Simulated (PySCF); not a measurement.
C2H5AlF2.

```xyz
10

Al    -0.0221    -0.5687     0.0000
F      1.6267    -0.7767     0.0000
F     -0.9317    -1.9592     0.0000
C     -0.8346     1.1942     0.0000
C      0.1422     2.3806     0.0000
H     -1.5103     1.2413     0.8742
H     -1.5103     1.2413    -0.8742
H      0.7990     2.3691    -0.8845
H      0.7990     2.3691     0.8845
H     -0.3908     3.3459     0.0000
```

Geometry: B3LYP-D3(BJ)/def2-SVP. The structure was generated by enumeration; whether it is a known compound was not checked. One conformer was computed; it need not be the lowest.

Computed with PySCF with PBE/pcSseg-1. Non-relativistic, no solvent.

Question: Give the absolute GIAO shielding of each atom: isotropic value and principal components (ppm). (An estimate is asked for; the answer gives what the named calculation found.)

Answer: 
```
atom  σ(iso)    σ11    σ22    σ33   span
----  ------  -----  -----  -----  -----
Al1    435.2  375.7  407.0  522.9  147.3
F2     312.8  197.4  309.5  431.4  234.0
F3     309.5  208.6  286.6  433.3  224.7
C4     182.0  170.8  173.3  202.0   31.2
C5     169.3  162.4  163.5  182.0   19.6
H6      30.6   26.0   29.1   36.9   10.9
H7      30.6   26.0   29.1   36.9   10.9
H8      30.1   25.8   28.5   36.0   10.2
H9      30.1   25.8   28.5   36.0   10.2
H10     29.9   25.0   27.6   37.1   12.1
```
